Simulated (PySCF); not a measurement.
**Simulated absorption spectrum**

Compound: C4H2F3P.
InChI=1S/C4H2F3P/c5-3(6)4(7)8-1-2-8/h1-2H

Level of theory: PySCF, TDDFT CAM-B3LYP/def2-SVPD, vertical, gas phase, core orbitals frozen in the response. Isolated species at its GFN2-xTB geometry (one conformer only). Torsions of this conformer, `[F:1][C:2]([F:3])=[C:4]([F:5])[P:6]1[CH:7]=[CH:8]1`: C2–C4–P6–C7 -159°.

Computed states:

```json
{"state": "S1", "E (eV)": "5.45", "f": "0.030"}
{"state": "S2", "E (eV)": "5.52", "f": "0.0095"}
{"state": "S3", "E (eV)": "5.76", "f": "0.0040"}
{"state": "S4", "E (eV)": "6.36", "f": "0.249"}
{"state": "S5", "E (eV)": "6.43", "f": "0.0016"}
{"state": "S6", "E (eV)": "6.79", "f": "0.0044"}
{"state": "S7", "E (eV)": "6.83", "f": "0.115"}
{"state": "S8", "E (eV)": "7.13", "f": "0.0065"}
```

Each state is given a Gaussian of 0.25 eV full width at half maximum, with ε(max) = 2.175×10⁸ f / Δν̃ (Δν̃ the width in cm⁻¹). The width is an assumption, not a result. The curve ends short of the highest state used, and states not computed would add to its high-energy end.

Problem. What does the envelope look like, and where are its maxima?

Solution. 
λ (nm), ε (L mol⁻¹ cm⁻¹) and a bar:
```
    189.8       7085 ########
    191.4      14083 ################
    192.9      21579 ########################
    194.5      26617 ##############################
    196.1      25715 #############################
    197.6      20142 #######################
    199.2      12512 ##############
    200.7       6603 #######
    202.3       2745 ###
    203.9        945 #
    205.4        307 
    207.0        115 
    208.5        114 
    210.1        190 
    211.6        295 
    213.2        413 
    214.8        526 #
    216.3        654 #
    217.9        885 #
    219.4       1270 #
    221.0       1900 ##
    222.5       2637 ###
    224.1       3407 ####
    225.7       3929 ####
    227.2       4035 #####
    228.8       3703 ####
    230.3       3076 ###
    231.9       2262 ###
    233.5       1491 ##
    235.0        916 #
    236.6        493 #
    238.1        252 
    239.7        112 
    241.2         48 
    242.8         18 
    244.4          6
```

Maxima: 227 nm (5.47 eV), ε about 4000, made up of S1 (78%) and S2 (22%); 195 nm (6.36 eV), ε about 27000, made up of S4 (100%) (ε in L mol⁻¹ cm⁻¹; maxima over ε = 5, shares over 10%).

Problem. On this curve, what absorbance would a 10⁻³ mol/L sample give at 222 nm over a 1 cm path?

Solution. 222 nm is 5.585 eV, where ε is about 2400 L mol⁻¹ cm⁻¹, so A = ε c l ≈ 2.4 (Beer–Lambert, with the gas-phase spectrum and the assumed width).

Problem. Coming from long wavelengths, where does ε first pass 100 L mol⁻¹ cm⁻¹?

Solution. At about 240 nm (5.17 eV), 0.28 eV below S1.

Problem. What would ε be at 6.36 eV, the highest of these maxima, with half the width (0.125 eV)?

Solution. About 53700 L mol⁻¹ cm⁻¹ against 27000, a factor of about 1.99; a lone state at its own centre would give exactly 2.

Hardware: an Intel Xeon Platinum 8259CL at 2.50 GHz with one thread, shared host. Cost: 36 s wall, 0.82 GiB resident at most.
